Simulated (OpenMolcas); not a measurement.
**Ne+: thermal populations, the spin-orbit constant, worked from levels**

| Quantity | Value |
| --- | --- |
| Program | OpenMolcas |
| Basis | ANO-RCC-VQZP [5s4p3d2f1g] |
| Scalar Hamiltonian | DKH2, point nucleus |
| Active space | 7 electrons in 4 orbitals (2s 2p) |
| State averaging | 2S+1 = 2 odd, 3 roots; 2S+1 = 2 even, 1 root |
| Spin-orbit coupling | RASSI with atomic mean-field integrals over the reference wave functions, term energies averaged over their components |

Methods: CASSCF; SS-CASPT2, IPEA 0.25 Eh, imaginary shift 0.1 Eh (closed shells correlated: 1s). Measured levels: NIST Handbook of Basic Atomic Spectroscopic Data.

**Thermal populations.** Z = Σ (2J + 1) exp(-E/kT) with k = 0.695035 cm-1/K, over the levels below. No other level of either list lies under 90000 cm-1, which is above 7 kT at each temperature.

```csv
Level,2J + 1,SS-CASPT2,measured
2s2 2p5 2P* 3/2,4,0.0,0.0
2s2 2p5 2P* 1/2,2,779,780
```

```csv
T (K),"Z, SS-CASPT2","Z, measured levels","Ground level (%), SS-CASPT2","Ground level (%), measured levels"
5000,5.598,5.598,71.4,71.5
8000,5.739,5.738,69.7,69.7
12000,5.822,5.821,68.7,68.7
```

At 12000 K, kT = 8340 cm-1, and the computed levels give Z = 4.000 + 1.822 = 5.822.

**The spin-orbit constant.** For the Hund term 2P* of p5, E(J) = (A/2) J(J+1) + constant and ζ = -2S·A = -A. From J = 1/2 to J = 3/2 the energy changes by 1.5 A.

| Source | E(3/2) - E(1/2) | A | ζ |
| --- | --- | --- | --- |
| CASSCF | -779.0 | -519.3 | 519 |
| SS-CASPT2 | -779.0 | -519.3 | 519 |
| measured | -780.3 | -520.2 | 520 |

All in cm-1. SS-CASPT2 is off by -0.2 % and CASSCF by -0.2 %. Both methods take the spin-orbit matrix elements from the reference wave functions, so the second can move ζ only through the term energies and any multistate remixing.

Without dynamic correlation excited terms often stand tens of per cent too high (terms of higher spin than the ground term too low), and those without a measured partner can miss by more than the paired ones (holds for CASSCF). Computed and measured levels are paired by configuration, term and J; levels that our copy of the source lacks, or whose pairing is in doubt (as where it misses far off the trend of its configuration), stay unpaired and out of the deviations. Levels of configurations outside the active space are missing.

* marks odd parity.
